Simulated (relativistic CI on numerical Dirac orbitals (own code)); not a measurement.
# Radial parameters of Pr XVIII

Calculated at this level of theory: Dirac-Coulomb-Breit CI, separate exchange-only KLI orbitals for each configuration, model QED, unscaled Slater integrals (own radial code, finite nucleus).

Slater integrals F^k, G^k are unscaled and averaged over j, outside the closed core [Ar] 3d10; ζ comes from projecting the Hamiltonian with its Breit term on Σ l·s of the shell.

- 4s2 4p6 4d6: F^2(4d,4d) = 155230, F^4(4d,4d) = 105070, ζ(4d) = 13967 cm⁻¹; <r>(4d) = 0.653, <r^2>(4d) = 0.4876 (bohr units).
- 4s2 4p5 4d7: ζ(4p) = 124250, F^2(4d,4d) = 155250, F^4(4d,4d) = 105080, F^2(4p,4d) = 159760, G^1(4p,4d) = 201720, G^3(4p,4d) = 127750, ζ(4d) = 13923 cm⁻¹; <r>(4p) = 0.6222, <r^2>(4p) = 0.4377, <r>(4d) = 0.6528, <r^2>(4d) = 0.4874 (bohr units).
- 4s2 4p6 4d5 4f: F^2(4d,4d) = 155250, F^4(4d,4d) = 105080, ζ(4d) = 13996, F^2(4d,4f) = 150590, F^4(4d,4f) = 98627, G^1(4d,4f) = 171220, G^3(4d,4f) = 112730, G^5(4d,4f) = 81298, ζ(4f) = 1430 cm⁻¹; <r>(4d) = 0.6529, <r^2>(4d) = 0.4875, <r>(4f) = 0.6749, <r^2>(4f) = 0.525 (bohr units).

Problem. Give the Racah parameters of the d shell in 4s2 4p6 4d6.

Solution. B = F²/49 − 5F⁴/441 = 1977 cm⁻¹ and C = 35F⁴/441 = 8339 cm⁻¹.

Averages of the first 10 configurations, taken without configuration mixing, which lowers the lowest level and can move excited configurations by several eV; other configurations of the list can lie among them:

```tsv
Configuration	Parity	States	Average energy above the lowest level (eV)
4s2 4p6 4d6	even	210	11.8
4s2 4p5 4d7	odd	720	131.3
4s2 4p6 4d5 4f	odd	3528	136.7
4s2 4p4 4d8	even	675	253.0
4s 4p6 4d7	even	240	214.9
4s2 4p6 4d5 5s	even	504	162.7
4p6 4d8	even	45	421.1
4s2 4p6 4d5 5p	odd	1512	192.7
4s 4p6 4d6 4f	odd	5880	338.4
4s2 4p6 4d4 5s2	even	210	320.0
```
